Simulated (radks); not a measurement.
Question: Coherent X-ray form factor from a spherical all-electron density. All-electron calculation, scalar-relativistic Kohn-Sham, PBEsol, spin-unpolarised, spherical densities, point nucleus. Program: a radial shooting solver on a logarithmic mesh with Libxc functionals.

sin(theta)/lambda (1/angstrom)  f0 (electrons)
0.05                                    14.458
0.1                                     13.145
0.15                                    11.646
0.2                                     10.346
0.25                                     9.346
0.3                                      8.601
0.4                                      7.532
0.5                                      6.653
0.6                                      5.809
0.8                                      4.273
1                                        3.121
1.25                                     2.230
1.5                                      1.752
2                                        1.334

The species is in the configuration that NIST lists as its ground one. Which atom or ion scatters so?

Answer: Neutral phosphorus, [Ne] 3s2 3p3. Extrapolating in s^2 from the first two rows gives f0(0) = 14.9, near the electron count 15; among species with that count, the fall with angle is slower the higher Z, and the table is that of Z = 15; from so few rows the species is fixed only to a neighbour or two.
